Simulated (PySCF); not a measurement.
**Excitation energy of Sc(2+) by level of theory**

Sc(2+) [Ar] 3d1 (2D) → Sc(2+) [Ar] 4p1 (2P), as a difference of total energies. Computed with PySCF 2.14 in def2-QZVPPD (11s6p5d3f2g, 93 functions), with the non-relativistic Hamiltonian (point nucleus). Correlated levels: valence and next inner shell: [Ne] frozen. The calculations carry no spin-orbit coupling.

```json
{"method": "UHF", "excitation energy (eV)": "7.484"}
{"method": "MP2 (valence and next inner shell)", "excitation energy (eV)": "7.572"}
{"method": "SCS-MP2 (valence and next inner shell)", "excitation energy (eV)": "7.595"}
{"method": "CCSD (valence and next inner shell)", "excitation energy (eV)": "7.575"}
{"method": "CCSD(T) (valence and next inner shell)", "excitation energy (eV)": "7.563"}
```

How much does correlation contribute at CCSD(T) (valence and next inner shell)?

7.563 − (7.484) = 0.079 eV, measured against UHF.
